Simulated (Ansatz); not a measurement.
Ideal-gas functions of CH4AlFGe, SMILES `F[CH]1[AlH][GeH2]1` at 298.15 K and 1 bar, from an Ansatz frequency run at PBE0-D4/def2-TZVP.

Molar mass 134.63 g/mol, point group C1 (symmetry number 1), electronic degeneracy 1, moments of inertia 116.893, 177.399, 279.209 u Å². Harmonic wavenumbers (cm⁻¹, unscaled): 176, 220, 289, 318, 339, 428, 488, 577, 582, 633, 848, 864, 1114, 1294, 1922, 2109, 2129, 2962.

Use S(trans) = R[1.5 ln M + 2.5 ln T − 1.1517]; rotational temperatures θ = 24.2544 K / I; S(rot) = R[ln(√π/σ · √(T³/θAθBθC)) + 1.5]; for each mode x = 1.438777 ν̃/T, S = R[x/(eˣ − 1) − ln(1 − e⁻ˣ)] and H = RT x/(eˣ − 1); 1 cm⁻¹ = 0.0119627 kJ/mol; R = 8.31446 J/(mol·K).

By hand: the entropy, in J/(mol·K).

Translation 170.0. Rotation: θ = 0.2075, 0.1367, 0.0869 K, giving 113.3. Vibration, mode by mode: 9.92, 8.20, 6.19, 5.52, 5.09, 3.62, 2.88, 2.05, 2.02, 1.66, 0.72, 0.67, 0.25, 0.12, 0.01, 0.00, 0.00, 0.00, in all 48.9. Electronic 0.0. Sum 332.2 J/(mol·K).

By hand: H − E and G − E in kJ/mol, counted from the electronic energy.

Zero-point energy ½ × 17292 × 0.0119627 = 103.4; thermal vibration 9.2; translation, rotation and pV give 4 RT = 9.9. H − E = 122.5 kJ/mol, and G − E = 122.5 − 298.15 × 332.2/1000 = 23.5 kJ/mol.

Vibration gives 15 % of the entropy. The sum counts one conformer and one mirror image; others add a mixing term.
